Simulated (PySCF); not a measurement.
# Gallium: a sound run and one with changed settings

Sound run: Ga [Ar] 3d10 4s2 4p1, Ga⁺ [Ar] 3d10 4s2. Calculation: PySCF 2.14, in cc-pVTZ-DK (6s5p3d1f, 43 functions); scalar relativity by spin-free X2C-1e. The sound run starts from symmetry-adapted Hartree-Fock orbitals and uses a fine grid where one is needed.

Changed run: radial step 1.2 in ln r (0.13 in the sound run). This setting is unsound on purpose.

```tsv
species	method	sound run (hartree)	changed run (hartree)	converged
Ga	UHF	-1942.17428	-1942.17428	yes
Ga	B3LYP	-1943.88248	-1938.40975	yes
Ga	BP86	-1944.12823	-1937.48402	yes
Ga⁺	UHF	-1941.97146	-1941.97146	yes
Ga⁺	B3LYP	-1943.66206	-1938.17678	yes
Ga⁺	BP86	-1943.90440	-1937.23398	yes
```

Ionisation energy of Ga:

```tsv
method	sound run (eV)	changed run (eV)
UHF	5.519	5.519
B3LYP	5.998	6.339
BP86	6.091	6.804
```

A coarse radial grid mis-integrates the density and the exchange-correlation energy, with errors of either sign; Hartree-Fock needs no grid.

For comparison, NIST gives 5.999 eV between the lowest levels.
